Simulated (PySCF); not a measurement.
**Where the electron goes**

Species: SiH(NMe2)3, C₆H₁₉N₃Si.
Geometry (PBE0-D3(BJ)/def2-SVP, Å), atoms numbered from 1 in this order:
```
atom  x, y, z in Å
Si1   -0.086    0.090    0.712
H2    -0.256    0.285    2.188
N3     1.602    0.099    0.317
C4     2.173    0.839   -0.773
C5     2.530   -0.712    1.059
H6     2.984    1.514   -0.431
H7     1.402    1.460   -1.252
H8     2.607    0.180   -1.552
H9     2.031   -1.179    1.923
H10    2.964   -1.531    0.449
H11    3.376   -0.113    1.449
N12   -0.912    1.388   -0.086
C13   -1.596    1.232   -1.340
C14   -0.809    2.742    0.388
H15   -2.620    1.652   -1.298
H16   -1.685    0.164   -1.591
H17   -1.074    1.733   -2.182
H18   -0.367    2.765    1.396
H19   -0.177    3.381   -0.264
H20   -1.804    3.224    0.451
N21   -0.777   -1.441    0.287
C22   -2.043   -1.853    0.828
C23   -0.217   -2.328   -0.696
H24   -2.850   -1.866    0.067
H25   -2.361   -1.169    1.631
H26   -1.988   -2.871    1.263
H27    0.759   -1.947   -1.034
H28   -0.060   -3.345   -0.286
H29   -0.866   -2.436   -1.589
```

The calculation used TDDFT CAM-B3LYP/def2-SVPD, vertical, gas phase, core orbitals frozen in the response in PySCF.

Frontier orbitals with the atoms that hold most of them (Löwdin shares over 4%, at most four atoms; ? is withheld):

| orbital | ε (eV) | atoms |
| --- | --- | --- |
| HOMO-3 | -10.81 | H2 28%, Si1 27%, N12 6%, N3 5% |
| HOMO-2 | -7.71 | N12 32%, N21 24%, Si1 6%, C13 6% |
| HOMO-1 | -7.66 | ? |
| HOMO | -7.27 | N21 20%, N3 19%, N12 19%, Si1 5% |
| LUMO | ? | ? |
| LUMO+1 | 1.74 | C14 15%, H19 8%, C23 8%, C22 7% |
| LUMO+2 | 1.76 | C5 14%, C22 9%, H11 7%, H24 7% |

Q: Which atoms hold the HOMO-1, and with what shares?

A: N3 (bonded to 2 C and Si) 36%; N21 (bonded to 2 C and Si) 14%; N12 (bonded to 2 C and Si) 7%; C5 (bonded to N and 3 H) 7%. By element: nitrogen 57%, carbon 7% or more.

Q: Which atoms hold the LUMO, and with what shares?

A: C4 (bonded to N and 3 H) 8%; C13 (bonded to N and 3 H) 8%; C23 (bonded to N and 3 H) 8%; C14 (bonded to N and 3 H) 6%.

Q: What is the LUMO energy, and the HOMO–LUMO gap?

A: ε(LUMO) = 1.20 eV; the gap is 8.47 eV (0.3113 hartree).

Q: The HOMO–LUMO gap is 8.47 eV. Where does the response calculation put the lowest singlet, and from which orbitals?

A: S1 is at 5.80 eV (f = 0.028), 2.67 eV below the gap, made of HOMO→LUMO (80%). Without the coupling terms of the response equations the lowest excitation would equal the gap.

Next come S2 at 6.01 eV (f 0.0096), HOMO-1→LUMO (57%), HOMO→LUMO+2 (25%); S3 at 6.05 eV (f 0.012), HOMO-2→LUMO (55%), HOMO→LUMO+1 (27%); S4 at 6.59 eV (f 0.013), HOMO→LUMO+1 (34%), HOMO→LUMO+4 (12%), HOMO-1→LUMO+1 (10%); S5 at 6.62 eV (f 0.015), HOMO→LUMO+2 (37%), HOMO→LUMO+5 (10%), HOMO-1→LUMO (10%).

Hardware: 2 threads, AMD EPYC 7R43 (x86_64), shared host. Cost: 3.7 min wall, 8.1 min CPU (with the writing of density and orbital grids), 2.4 GiB resident at most.

One conformer stands for the species.

Without π bonds the low states are Rydberg-like; a valence basis with one diffuse set may place them up to an eV too high.
